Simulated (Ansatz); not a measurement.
Relaxation of CH10GeOSi2 (15 atoms, charge 0, multiplicity 1), to a largest force component of 0.015 eV/Å in at most 40 steps.

Computed with Ansatz 0.2.0, RHF/def2-SVP.

```xyz
15
Properties=species:S:1:pos:R:3
O -2.551 -0.717 0.697
Si -1.771 -0.490 -0.805
Si 0.336 -1.090 -0.558
C 1.222 -0.121 0.853
Ge 1.296 1.741 0.357
H -2.553 -1.626 0.878
H -1.803 0.921 -1.224
H -2.356 -1.317 -1.837
H 1.115 -0.830 -1.748
H 0.419 -2.524 -0.201
H 0.515 -0.234 1.790
H 2.181 -0.528 1.072
H -0.170 2.376 0.166
H 1.998 2.523 1.527
H 2.100 1.866 -0.938
```

Problem. Where does it end, and by what steps?

Solution. It converged. The force dipped under the threshold on the way, but the program's further checks kept it going. After 15 steps the energy has fallen by 0.702 eV; H15 moved furthest, 0.42 Å.

| step | energy less start (eV) | largest force component (eV/Å) | accepted |
| --- | --- | --- | --- |
| 0 | 0.0000 | 3.533 | yes |
| 1 | -0.5678 | 0.828 | yes |
| 2 | -0.6549 | 0.566 | yes |
| 3 | -0.6833 | 0.349 | yes |
| 4 | -0.6911 | 0.170 | yes |
| 5 | -0.6955 | 0.515 | yes |
| 6 | -0.7008 | 0.026 | yes |
| 7 | -0.7012 | 0.056 | yes |
| 8 | -0.7017 | 0.015 | yes |
| 9 | -0.7018 | 0.015 | yes |
| 10 | -0.7019 | 0.024 | yes |
| 11 | -0.7020 | 0.023 | yes |
| 12 | -0.7021 | 0.028 | yes |
| 13 | -0.7022 | 0.019 | yes |
| 14 | -0.7023 | 0.014 | yes |
| 15 | -0.7023 | 0.008 | yes |

```xyz
15
Properties=species:S:1:pos:R:3
O -2.703 -0.799 0.626
Si -1.919 -0.625 -0.830
Si 0.394 -1.095 -0.578
C 1.182 -0.055 0.796
Ge 1.471 1.861 0.444
H -2.799 -1.655 1.012
H -2.147 0.768 -1.263
H -2.500 -1.537 -1.850
H 1.091 -0.868 -1.872
H 0.537 -2.540 -0.247
H 0.562 -0.142 1.693
H 2.156 -0.489 1.045
H 0.142 2.556 0.110
H 2.083 2.530 1.684
H 2.430 2.040 -0.743
```

Time of the run: 34 s on 2 threads of Intel(R) Xeon(R) 6975P-C (Granite Rapids), on a shared host, peak memory 0.46 GiB.
